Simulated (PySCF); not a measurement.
B(H)(NH2)(NMe2) (C2H9BN2), SMILES N(BN)(C)C.

Coordinates come from a r2SCAN-D4/def2-SVP optimisation. The structure was generated by enumeration, and PubChem lists no compound with its InChIKey, so it may never have been made. One conformer was computed; it need not be the lowest.

Two levels are set side by side: PBE/def2-TZVP (PySCF) and CAM-B3LYP/def2-TZVP (PySCF). Same geometry, gas phase. Differences are taken from unrounded values.

```json
[
 {"quantity": "orbital gap (eV)", "CAM-B3LYP": "9.35", "PBE": "5.17", "PBE minus CAM-B3LYP": "-4.19"},
 {"quantity": "highest occupied level (eV)", "CAM-B3LYP": "-7.59", "PBE": "-4.95", "PBE minus CAM-B3LYP": "2.64"},
 {"quantity": "lowest empty level (eV)", "CAM-B3LYP": "1.76", "PBE": "0.22", "PBE minus CAM-B3LYP": "-1.55"},
 {"quantity": "dipole moment (D)", "CAM-B3LYP": "1.20", "PBE": "1.27", "PBE minus CAM-B3LYP": "0.07"},
 {"quantity": "mean polarisability (bohr³)", "CAM-B3LYP": "56.8", "PBE": "60.1", "PBE minus CAM-B3LYP": "3.3"}
]
```

PBE's occupied levels lie high since its potential decays too fast outside the molecule; exact exchange lowers them and widens the gap. Loosely held outer electrons make PBE densities more polarisable. Differences between two approximate levels are no errors against the true value.

Rough cost on one machine, each run with all the roots and properties that it gave: CAM-B3LYP against PBE within a factor of 2.
